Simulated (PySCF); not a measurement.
## Relaxation of quartet [RuBr2]+

Method: PySCF, UPBE0, basis Ru def2-SVP with ECP28, Br def2-SVP (scalar-relativistic core potentials, no spin–orbit coupling, density fitting). A (50,194) grid was used.

A start displaced from a saddle point along its imaginary mode, of Cs symmetry, held to at least that symmetry:

```xyz
3
charge 1 multiplicity 4, angstrom
Ru    0.0067    0.2497    0.0110
Br   -0.0043   -0.1612    2.3118
Br   -0.0043   -0.1612   -2.3261
```

Optimiser trace:
```csv
step,E − E(last) (kJ/mol),largest gradient (Eh/bohr)
0,33.92,0.01144
1,31.17,0.00620
2,26.87,0.00843
3,11.65,0.00966
4,5.45,0.01909
5,2.88,0.00698
6,1.54,0.00613
7,0.07,0.00211
8,0.00,0.00008
9,0.00,0.00002
```

It ends at C2v with Ru–Br 2.271 Å (×2); Br–Ru–Br 107.7°. The frequency run here used a shortcut that can spoil soft modes, so no verdict on minimum or saddle point is given. Other isomers or separated fragments may lie lower.

Final geometry:
Z-matrix (Å, degrees; charge 1 multiplicity 4):
```
Ru
Br 1 2.2709
Br 1 2.2709 2 107.69
```

Other spin states or occupations of the open shell can lie lower. At this level a sextet minimum of C2v symmetry lies 14 kJ/mol below this structure.

The relaxation took about 2.4 core-minutes on a shared host.
